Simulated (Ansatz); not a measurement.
Species: H6BN3, SMILES `NB(N)N` (charge 0, multiplicity 1).

### Question
Give a relaxed geometry from Ansatz (a first-principles code) with B3LYP-D3(BJ)/def2-TZVP.

### Answer
the end point of this relaxation (outside a Z-matrix the atoms follow the SMILES, hydrogens last).
Z-matrix (Å, degrees):
```
B
N 1 1.4286
H 2 1.0032 1 123.21
H 2 1.0032 3 113.39 1 175.57
N 1 1.4288 2 120.02 3 178.01
H 5 1.0032 1 123.14 2 -176.81
H 5 1.0032 6 113.35 1 -173.52
N 1 1.4295 2 120.00 3 -1.98
H 8 1.0034 1 122.94 2 -5.99
H 8 1.0034 9 113.20 1 169.14
```
